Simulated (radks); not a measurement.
Problem. The mean radii <r> (bohr) of the occupied orbitals of an atom or ion are listed with their occupations. Method: scalar-relativistic Kohn-Sham, exchange-only LDA, spin-polarised, spherical densities, finite nucleus; Fermi nuclear charge, rms radius of each element as measured or else 0.836 A^(1/3) + 0.57 fm; computed with a radial shooting solver on a logarithmic mesh with Libxc functionals.

orbital  occ.      <r>
1s down     1  0.02320
1s up       1  0.02320
2s up       1  0.09904
2s down     1  0.09904
2p up       3  0.08714
2p down     3  0.08713
3s up       1   0.2609
3s down     1   0.2608
3p up       3   0.2591
3p down     3   0.2589
3d up       5   0.2365
3d down     5   0.2362
4s up       1   0.5935
4s down     1   0.5933
4p up       3   0.6285
4p down     3   0.6283
4d up       5   0.6892
4d down     5   0.6894
5s up       1    1.434
5s down     1    1.454
5p up       3    1.688
5p down     3    1.725
6s up       1    4.371
6s down     1    4.574
4f up       5    1.050

Name the element and its charge. Open shells, if any, are filled with parallel spins first.

Solution. Z = 61, promethium, charge 0: Pm in [Xe] 4f5 6s2. The 1s radius gives Z: for a bare nucleus <r> = (2 gamma + 1)/(2Z) with gamma = sqrt(1 - (Z/c)^2), 0.02288 bohr for Z = 61, and screening makes it slightly larger (0.02320 here). The occupations add up to 61, and the charge is Z minus that.
